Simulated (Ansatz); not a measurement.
Consider the substitution at a C–O bond: `C[O][Zr]([CH3])([NH2])[OH]` + `C=CN[SiH3]` → `C=CN(C)[SiH3]` + `[CH3][Zr]([NH2])([OH])[OH]`.

Program: Ansatz. Geometries: PBE0-D4/def2-TZVP. ΔE: electronic, gas phase. CBS: MP2 limit from def2 TZ/QZ plus the TZ coupled-cluster correction, frozen cores. This one scheme is used for every species. Functionals use def2-TZVPP. HSE06 is defined as in plane-wave codes. def2 core potentials past Kr. For Zr outer-core shells are correlated without core-valence functions, which leaves a few kJ/mol of doubt a bond. Each species was taken in one conformer, which may not be the lowest.

`C[O][Zr]([CH3])([NH2])[OH]`:

Cartesian coordinates in Å:
```
C 2.720 -0.050 0.123
O 1.339 -0.159 0.045
Zr -0.561 -0.412 0.100
C -1.387 1.653 0.393
N -1.233 -1.033 -1.723
O -1.328 -1.494 1.503
H 3.204 -0.799 -0.513
H 3.045 0.942 -0.209
H 3.068 -0.197 1.151
H -1.058 2.334 -0.399
H -2.482 1.652 0.393
H -1.057 2.075 1.350
H -0.772 -0.880 -2.609
H -2.057 -1.596 -1.885
H -1.441 -2.035 2.279
```

`C=CN[SiH3]`:

Cartesian coordinates in Å:
```
C 1.690 -1.334 -0.222
C 0.469 -0.803 -0.229
N 0.084 0.388 0.355
Si -1.446 1.164 0.142
H 2.530 -0.839 0.255
H 1.870 -2.289 -0.694
H -0.344 -1.333 -0.721
H 0.826 0.884 0.825
H -1.576 2.163 1.231
H -1.588 1.863 -1.166
H -2.514 0.135 0.225
```

`C=CN(C)[SiH3]`:

Z-matrix (Å, degrees):
```
C
N 1 1.445
H 1 1.097 2 111.6
H 1 1.096 2 110.6 3 -120.3
H 1 1.092 2 110.1 3 120.3
C 2 1.380 1 117.3 3 62.5
Si 2 1.732 1 119.7 3 -109.5
C 6 1.336 2 126.9 1 -0.3
H 6 1.087 2 113.7 1 179.0
H 7 1.486 2 108.9 1 -48.9
H 7 1.483 2 107.4 1 -169.4
H 7 1.491 2 112.8 1 70.3
H 8 1.081 6 119.4 2 178.7
H 8 1.082 6 123.1 2 -1.2
```

`[CH3][Zr]([NH2])([OH])[OH]`:

Cartesian coordinates in Å:
```
C 1.470 0.788 -0.666
Zr -0.393 0.025 0.314
N -0.720 -1.817 -0.493
O 0.053 -0.147 2.180
O -1.783 1.239 -0.238
H 1.350 0.865 -1.752
H 1.733 1.784 -0.291
H 2.323 0.127 -0.475
H -1.288 -2.011 -1.306
H -0.388 -2.693 -0.115
H 0.114 -0.054 3.126
H -2.470 1.896 -0.285
```

```tsv
level	ΔE (kcal/mol)
BLYP-D4	-4.5
HSE06-D4	-5.5
BHLYP-D4	-4.6
HF/def2-SVP	-1.3
CCSD(T)/def2-SVP	-4.4
SCS-MP2/def2-TZVPP	-5.5
MP2/def2-QZVPP	-7.4
MP2/CBS(def2)	-7.7
```

**Question.** What does CCSD(T)/CBS give? (Best estimate.)

**Answer.** Computed: -6.3 kcal/mol. The listed levels differ from it by 1.8, 0.8, 1.7, 5.0, 1.9, 0.8, -1.1, -1.4 kcal/mol.

Largest T1 diagnostic among the species: 0.016.

In def2-TZVPP, CCSD(T) changes the Hartree–Fock value by −3.6 kcal/mol (the triples alone add −0.4 kcal/mol) and MP2 by −5.1 kcal/mol. The D4 term adds −1.7 kcal/mol with B3LYP and −0.8 kcal/mol with PBE0; it sums over pairs of atoms, weighted by their polarisabilities, and B3LYP, whose exchange is more repulsive, gets the larger term. Leaving LDA and LC-ωPBE aside and taking each functional with its dispersion term where it has one, the values, not all of them listed here, spread over 1.7 kcal/mol, from revPBE-D4 to B2PLYP. LDA lies −3.1 kcal/mol from PBE without D4.

B3LYP here is the variant with VWN-RPA as its local correlation; programs differ in this.
